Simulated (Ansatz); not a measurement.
AlMe2(acac) (C7H13AlO2). Total charge 0; singlet. Geometry PBE-D4/def2-SVP.

Cartesian coordinates in Å:
```
Al 1.1172 0.8334 0.5523
C 0.8242 2.7714 0.7163
H -0.1642 3.0869 0.3192
H 1.5971 3.3539 0.1699
H 0.8702 3.1028 1.7764
C 2.7945 -0.0510 1.0739
H 2.7416 -1.1561 0.9743
H 3.0681 0.1698 2.1282
H 3.6472 0.2918 0.4483
O 0.6540 0.2854 -1.1906
C -0.3486 -0.4414 -1.5444
C -0.4668 -0.7103 -3.0205
C -1.2960 -0.9728 -0.6408
C -1.2442 -0.7642 0.7558
C -2.2916 -1.3615 1.6564
O -0.3337 -0.0706 1.3462
H -1.3412 -1.3351 -3.2761
H -0.5306 0.2557 -3.5621
H 0.4595 -1.2070 -3.3753
H -2.1147 -1.5814 -1.0449
H -3.0329 -1.9715 1.1099
H -2.8134 -0.5455 2.1979
H -1.7958 -1.9828 2.4299
```

Task: Estimate the orbital energies around the gap (eV) in Ansatz with PBE-D4/def2-SVP, BLYP-D4/def2-TZVP, r2SCAN-D4/def2-TZVP, PBE0-D4/def2-SVP, PBE0-D4/def2-TZVP.

Result: 
| orbital | PBE-D4/def2-SVP | BLYP-D4/def2-TZVP | r2SCAN-D4/def2-TZVP | PBE0-D4/def2-SVP | PBE0-D4/def2-TZVP |
| --- | --- | --- | --- | --- | --- |
| HOMO−13 | -10.36 | -10.36 | -10.85 | -12.06 | -12.08 |
| HOMO−12 | -10.06 | -10.08 | -10.57 | -11.72 | -11.76 |
| HOMO−11 | -9.59 | -9.59 | -10.05 | -11.23 | -11.25 |
| HOMO−10 | -9.33 | -9.31 | -9.79 | -10.95 | -10.98 |
| HOMO−9 | -8.86 | -8.84 | -9.31 | -10.46 | -10.48 |
| HOMO−8 | -8.70 | -8.69 | -9.14 | -10.20 | -10.27 |
| HOMO−7 | -8.59 | -8.59 | -9.04 | -10.08 | -10.16 |
| HOMO−6 | -8.43 | -8.44 | -8.88 | -9.92 | -9.99 |
| HOMO−5 | -8.40 | -8.40 | -8.85 | -9.89 | -9.96 |
| HOMO−4 | -7.96 | -7.99 | -8.44 | -9.72 | -9.78 |
| HOMO−3 | -6.85 | -6.80 | -7.20 | -8.33 | -8.34 |
| HOMO−2 | -6.64 | -6.66 | -7.07 | -8.28 | -8.32 |
| HOMO−1 | -6.35 | -6.30 | -6.65 | -7.56 | -7.57 |
| HOMO | -5.42 | -5.40 | -5.76 | -6.66 | -6.71 |
| LUMO | -2.67 | -2.69 | -2.67 | -1.85 | -1.93 |
| LUMO+1 | 0.48 | 0.03 | 0.67 | 1.41 | 0.79 |
| LUMO+2 | 0.58 | 0.37 | 0.73 | 1.61 | 1.39 |
| LUMO+3 | 1.22 | 0.62 | 1.44 | 2.06 | 1.42 |
| LUMO+4 | 1.23 | 0.73 | 1.46 | 2.07 | 1.49 |
| LUMO+5 | 1.66 | 1.11 | 1.86 | 2.54 | 1.94 |
